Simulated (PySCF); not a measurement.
## Radial density of F⁺ (fluorine, charge +1)

PW91, [He] 2s2 2p4, high-spin 3P determinant. Calculation: PySCF 2.14, in aug-cc-pV5Z; no relativity, point nucleus.

```json
{"r (bohr)": "0.00279", "4πr²ρ (e/bohr)": "0.04185", "4πr²(ρα − ρβ)": "0.0000"}
{"r (bohr)": "0.00469", "4πr²ρ (e/bohr)": "0.1145", "4πr²(ρα − ρβ)": "0.0000"}
{"r (bohr)": "0.00789", "4πr²ρ (e/bohr)": "0.3056", "4πr²(ρα − ρβ)": "-0.0001"}
{"r (bohr)": "0.0133", "4πr²ρ (e/bohr)": "0.7851", "4πr²(ρα − ρβ)": "-0.0002"}
{"r (bohr)": "0.0223", "4πr²ρ (e/bohr)": "1.887", "4πr²(ρα − ρβ)": "-0.0003"}
{"r (bohr)": "0.0375", "4πr²ρ (e/bohr)": "4.065", "4πr²(ρα − ρβ)": "0.0008"}
{"r (bohr)": "0.0631", "4πr²ρ (e/bohr)": "7.291", "4πr²(ρα − ρβ)": "0.0097"}
{"r (bohr)": "0.106", "4πr²ρ (e/bohr)": "9.670", "4πr²(ρα − ρβ)": "0.0573"}
{"r (bohr)": "0.179", "4πr²ρ (e/bohr)": "8.012", "4πr²(ρα − ρβ)": "0.2590"}
{"r (bohr)": "0.300", "4πr²ρ (e/bohr)": "4.383", "4πr²(ρα − ρβ)": "0.8519"}
{"r (bohr)": "0.505", "4πr²ρ (e/bohr)": "5.006", "4πr²(ρα − ρβ)": "1.7525"}
{"r (bohr)": "0.850", "4πr²ρ (e/bohr)": "5.577", "4πr²(ρα − ρβ)": "1.7857"}
{"r (bohr)": "1.43", "4πr²ρ (e/bohr)": "2.191", "4πr²(ρα − ρβ)": "0.6798"}
{"r (bohr)": "2.40", "4πr²ρ (e/bohr)": "0.2198", "4πr²(ρα − ρβ)": "0.0668"}
{"r (bohr)": "4.04", "4πr²ρ (e/bohr)": "0.003399", "4πr²(ρα − ρβ)": "0.0008"}
```
